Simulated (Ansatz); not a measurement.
Born–Oppenheimer molecular dynamics of Cl2H3NSi (7 atoms, charge 0, multiplicity 1). It starts from a relaxed structure.

Computed with Ansatz, RKS BHLYP/6-31G*.

| Property | Result |
| --- | --- |
| ensemble | NVE (velocity Verlet) |
| time step | 0.5 fs |
| steps asked | 150 |
| starting velocities drawn for | 500 K |
| masses | H 10 u |
| seed | 685542 |

Frames 1 fs apart, positions in Å, forces in eV/Å.

Velocities at 15 fs (Å/ps):

```
Si 0.76 -1.24 -0.34
H -3.27 1.53 1.99
Cl 3.72 -0.01 -1.07
Cl -1.93 -0.77 0.17
N -1.93 -2.08 -1.08
H 0.76 2.35 -4.03
H -3.28 5.30 7.70
```

```xyz
7
Properties=species:S:1:pos:R:3:forces:R:3 time_fs=15 energy_less_start_eV=0.207 T=181
Si 0.009 -0.061 0.001 -0.68 -0.83 -0.74
H -0.052 -0.004 1.461 0.38 0.01 -0.05
Cl 1.956 0.020 -0.836 -1.33 -0.10 0.61
Cl -1.039 1.654 -0.613 0.48 -0.49 0.08
N -0.762 -1.556 -0.510 0.69 1.60 1.68
H -1.654 -1.867 -0.142 0.42 0.35 -0.02
H -0.680 -1.753 -1.462 0.03 -0.55 -1.55
7
Properties=species:S:1:pos:R:3:forces:R:3 time_fs=16 energy_less_start_eV=0.232 T=141
Si 0.010 -0.062 0.000 -0.69 -0.82 -0.70
H -0.055 -0.002 1.463 0.40 0.00 -0.11
Cl 1.960 0.020 -0.837 -1.37 -0.10 0.63
Cl -1.041 1.653 -0.613 0.50 -0.50 0.08
N -0.764 -1.558 -0.511 0.86 1.79 2.08
H -1.653 -1.865 -0.146 0.23 0.28 0.08
H -0.683 -1.748 -1.455 0.08 -0.66 -2.06
7
Properties=species:S:1:pos:R:3:forces:R:3 time_fs=17 energy_less_start_eV=0.251 T=113
Si 0.010 -0.064 0.000 -0.68 -0.76 -0.63
H -0.058 -0.001 1.465 0.41 0.00 -0.16
Cl 1.963 0.020 -0.838 -1.41 -0.11 0.64
Cl -1.043 1.652 -0.612 0.51 -0.52 0.07
N -0.765 -1.558 -0.510 1.01 1.89 2.25
H -1.652 -1.862 -0.150 0.04 0.22 0.18
H -0.687 -1.744 -1.450 0.12 -0.72 -2.36
7
Properties=species:S:1:pos:R:3:forces:R:3 time_fs=18 energy_less_start_eV=0.257 T=102
Si 0.010 -0.066 -0.001 -0.65 -0.67 -0.53
H -0.060 0.001 1.466 0.42 -0.01 -0.22
Cl 1.966 0.020 -0.839 -1.45 -0.12 0.65
Cl -1.044 1.651 -0.612 0.52 -0.53 0.07
N -0.766 -1.557 -0.507 1.16 1.88 2.17
H -1.651 -1.859 -0.153 -0.14 0.17 0.29
H -0.690 -1.740 -1.448 0.14 -0.72 -2.43
7
Properties=species:S:1:pos:R:3:forces:R:3 time_fs=19 energy_less_start_eV=0.252 T=110
Si 0.010 -0.068 -0.002 -0.60 -0.54 -0.42
H -0.062 0.002 1.468 0.43 -0.02 -0.27
Cl 1.968 0.020 -0.839 -1.48 -0.12 0.66
Cl -1.046 1.650 -0.612 0.53 -0.54 0.06
N -0.765 -1.555 -0.503 1.26 1.77 1.82
H -1.650 -1.856 -0.157 -0.29 0.13 0.39
H -0.693 -1.737 -1.447 0.15 -0.68 -2.25
7
Properties=species:S:1:pos:R:3:forces:R:3 time_fs=20 energy_less_start_eV=0.239 T=131
Si 0.010 -0.070 -0.004 -0.52 -0.38 -0.29
H -0.063 0.004 1.469 0.45 -0.02 -0.32
Cl 1.970 0.020 -0.840 -1.50 -0.13 0.66
Cl -1.047 1.648 -0.612 0.53 -0.54 0.05
N -0.764 -1.551 -0.498 1.30 1.56 1.27
H -1.649 -1.852 -0.160 -0.40 0.11 0.48
H -0.696 -1.734 -1.449 0.15 -0.59 -1.86
7
Properties=species:S:1:pos:R:3:forces:R:3 time_fs=21 energy_less_start_eV=0.222 T=156
Si 0.010 -0.073 -0.005 -0.43 -0.17 -0.15
H -0.064 0.005 1.470 0.45 -0.03 -0.37
Cl 1.972 0.020 -0.840 -1.52 -0.14 0.66
Cl -1.048 1.647 -0.611 0.54 -0.54 0.04
N -0.762 -1.547 -0.492 1.26 1.25 0.58
H -1.649 -1.849 -0.163 -0.45 0.11 0.56
H -0.698 -1.733 -1.453 0.15 -0.48 -1.33
7
Properties=species:S:1:pos:R:3:forces:R:3 time_fs=22 energy_less_start_eV=0.210 T=176
Si 0.009 -0.075 -0.006 -0.31 0.07 0.00
H -0.065 0.007 1.471 0.46 -0.03 -0.41
Cl 1.973 0.019 -0.840 -1.54 -0.14 0.66
Cl -1.049 1.645 -0.611 0.54 -0.54 0.03
N -0.759 -1.541 -0.485 1.12 0.86 -0.15
H -1.649 -1.845 -0.165 -0.43 0.13 0.60
H -0.701 -1.731 -1.458 0.16 -0.34 -0.74
7
Properties=species:S:1:pos:R:3:forces:R:3 time_fs=23 energy_less_start_eV=0.205 T=183
Si 0.008 -0.078 -0.008 -0.17 0.33 0.15
H -0.065 0.008 1.471 0.47 -0.03 -0.44
Cl 1.973 0.019 -0.839 -1.55 -0.15 0.66
Cl -1.050 1.643 -0.611 0.53 -0.53 0.02
N -0.755 -1.535 -0.479 0.89 0.41 -0.86
H -1.649 -1.842 -0.166 -0.34 0.17 0.62
H -0.703 -1.730 -1.463 0.18 -0.20 -0.16
7
Properties=species:S:1:pos:R:3:forces:R:3 time_fs=24 energy_less_start_eV=0.209 T=177
Si 0.007 -0.080 -0.009 -0.02 0.62 0.29
H -0.065 0.010 1.471 0.47 -0.04 -0.46
Cl 1.974 0.019 -0.839 -1.55 -0.15 0.65
Cl -1.051 1.641 -0.611 0.53 -0.52 0.01
N -0.751 -1.529 -0.473 0.57 -0.07 -1.48
H -1.650 -1.838 -0.167 -0.19 0.23 0.62
H -0.705 -1.730 -1.469 0.20 -0.08 0.37
7
Properties=species:S:1:pos:R:3:forces:R:3 time_fs=25 energy_less_start_eV=0.220 T=160
Si 0.007 -0.082 -0.010 0.14 0.90 0.41
H -0.064 0.011 1.470 0.47 -0.04 -0.47
Cl 1.974 0.018 -0.838 -1.54 -0.15 0.64
Cl -1.052 1.639 -0.610 0.52 -0.50 0.00
N -0.746 -1.523 -0.469 0.19 -0.55 -1.99
H -1.651 -1.834 -0.168 -0.01 0.30 0.60
H -0.707 -1.729 -1.474 0.23 0.04 0.80
7
Properties=species:S:1:pos:R:3:forces:R:3 time_fs=26 energy_less_start_eV=0.235 T=137
Si 0.006 -0.084 -0.011 0.30 1.18 0.52
H -0.063 0.012 1.469 0.46 -0.04 -0.47
Cl 1.973 0.018 -0.837 -1.53 -0.15 0.63
Cl -1.052 1.637 -0.610 0.51 -0.48 -0.01
N -0.741 -1.517 -0.465 -0.21 -1.00 -2.36
H -1.652 -1.830 -0.167 0.20 0.37 0.57
H -0.709 -1.728 -1.479 0.27 0.13 1.12
```

Of the whole run (75 fs, mean temperature of the second half 243 K): The conserved energy stayed within 0.062 meV per atom of its start (net change 0.044 meV per atom), so the integration is sound. Over the second half the temperature averaged 0.49 of the 500 K drawn at the start: a run that starts near a minimum puts about half its kinetic energy into the potential. A run of 0.075 ps of so small a system gives no equilibrium averages.

The run took 3.7 min on 2 threads of Arm Neoverse V2, with other jobs on the host, peak memory 0.16 GiB.
